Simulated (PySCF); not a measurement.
# Electronic absorption of C8H7FO

Species: C₈H₇FO.
Cartesian coordinates in Å at the PBE0-D3(BJ)/def2-SVP level; atoms count from 1:
```xyz
17
C8H7FO angstrom
C     -2.436   -0.767    0.158
C     -1.086   -0.127    0.018
C     -0.967    1.229   -0.320
C      0.278    1.838   -0.457
C      1.443    1.102   -0.258
C      1.342   -0.250    0.081
C      2.536   -1.088    0.308
O      2.565   -2.235    0.614
F      3.678   -0.406    0.130
C      0.086   -0.855    0.217
H     -3.007   -0.698   -0.781
H     -2.352   -1.830    0.424
H     -3.032   -0.269    0.938
H     -1.873    1.820   -0.480
H      0.341    2.896   -0.720
H      2.425    1.564   -0.361
H      0.047   -1.914    0.483
```

The calculation used TDDFT CAM-B3LYP/def2-SVPD, vertical, gas phase, core orbitals frozen in the response in PySCF.

| state | λ (nm) | E (eV) | f | main configurations (H = HOMO, L = LUMO) |
| --- | --- | --- | --- | --- |
| S1 | 253.3 | 4.89 | 0.036 | H→L (74%), H-1→L+1 (13%), H-1→L (8%) |
| S2 | 227.3 | 5.45 | 0.0045 | H-2→L (84%), H-2→L+5 (11%) |
| S3 | 225.5 | 5.50 | 0.188 | H-1→L (75%), H→L (10%), H→L+1 (10%) |
| S4 | 188.3 | 6.59 | 0.474 | H→L+1 (61%), H-1→L+1 (17%), H-1→L (10%) |
| S5 | 182.7 | 6.79 | 0.443 | H-1→L+1 (63%), H→L+1 (21%), H→L (9%) |
| S6 | 173.8 | 7.14 | 0.0001 | H-3→L (94%) |

The lowest singlet lies at 4.89 eV (253 nm, ultraviolet) and is of moderate strength; its leading configuration is HOMO→LUMO (74%). The strongest level in the table is S4 at 6.59 eV (188 nm, f = 0.474). Löwdin shares by element: HOMO carbon 67% or more (atoms not listed hold the other 33%); LUMO carbon 44% or more, oxygen 14% (atoms not listed hold the other 42%). Weighted by f, the mean energy of these states is 6.43 eV. The oscillator strengths of these states sum to 1.145; summed over the whole spectrum of an exact calculation they would give the number of electrons, 72 (Thomas–Reiche–Kuhn). Of the 6 states listed, 4 reach f = 0.01 and 1 stays under 0.0005. Singlets were solved by full linear response.

One conformer stands for the species.
